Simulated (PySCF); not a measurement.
**Two-component Hartree-Fock for Sb³⁺ (antimony, charge +3)**

Start: [Kr] 4d9 5s2 5p1; 4d3/2 filled at m_j = -3/2, -1/2, +1/2, +3/2; 4d5/2 filled at m_j = -3/2, -1/2, +1/2, +3/2, +5/2; 5p3/2 filled at m_j = +3/2. Calculated with PySCF 2.14 in x2c-SVPall-2c with one added diffuse shell each of s, p type (7s9p4d, 54 functions): generalised Hartree-Fock with the X2C-1e Hamiltonian and a Gaussian nucleus; one run each with spin-orbit coupling (SO) switched off, then screened by Boettger's factors. This is a chosen level, not necessarily the ground level.

| spinor shell | electrons | ε, spin-free (eV) | ε, screened SO (eV) | weight of nominal j (screened SO) | rms radius, screened SO (bohr) |
| --- | --- | --- | --- | --- | --- |
| 1s1/2 | 2 | -30681.7 | -30678.8 | 1.000 | 0.0326 |
| 2s1/2 | 2 | -4799.0 | -4798.3 | 1.000 | 0.133 |
| 2p1/2 | 2 | -4306.8 | -4482.0 | 1.000 | 0.115 |
| 2p3/2 | 4 | -4306.8 | -4227.2 | 1.000 | 0.120 |
| 3s1/2 | 2 | -1014.9 | -1014.7 | 1.000 | 0.351 |
| 3p1/2 | 2 | -850.24 | -883.59 | 1.000 | 0.345 |
| 3p3/2 | 4 | -850.24 | -835.04 | 1.000 | 0.356 |
| 3d3/2 | 4 | -599.38 | -605.39 | 0.999 | 0.330 |
| 3d5/2 | 6 | -599.38 | -595.25 | 1.000 | 0.332 |
| 4s1/2 | 2 | -215.28 | -215.30 | 1.000 | 0.835 |
| 4p1/2 | 2 | -161.52 | -168.67 | 0.992 | 0.885 |
| 4p3/2 | 4 | -161.52 | -158.29 | 0.996 | 0.909 |
| 4d3/2 | 4 | -81.697 | -82.732 | 0.920 | 1.08 |
| 4d5/2 | 5 | -81.697 | -81.051 | 0.936 | 1.09 |
| 5s1/2 | 2 | -45.597 | -45.632 | 0.999 | 2.15 |
| 5p3/2 | 1 | -36.278 | -35.914 | 1.000 | 2.44 |

| quantity | spin-free | screened SO |
| --- | --- | --- |
| E (hartree) | -6473.40024 | -6475.03064 |
| M_J | 4 | 4 |
| ⟨J²⟩ | 20.009 | 20.009 |
| ⟨L²⟩ | 12.007 | 12.023 |
| ⟨S²⟩ | 2.002 | 2.018 |

Each row is a mean over spinors that exchange with the open shell spreads, by up to 7.611 eV (4p3/2).

Breit and QED terms are absent; they matter most for the inner s and p1/2 levels.

Densities and radii are taken from the X2C orbitals without a picture-change correction, which distorts them close to the nucleus.

Without spin-orbit coupling the j labels of p, d and f shells carry no meaning; the spin-free column gives the mean over the occupied spinors of each nl shell.
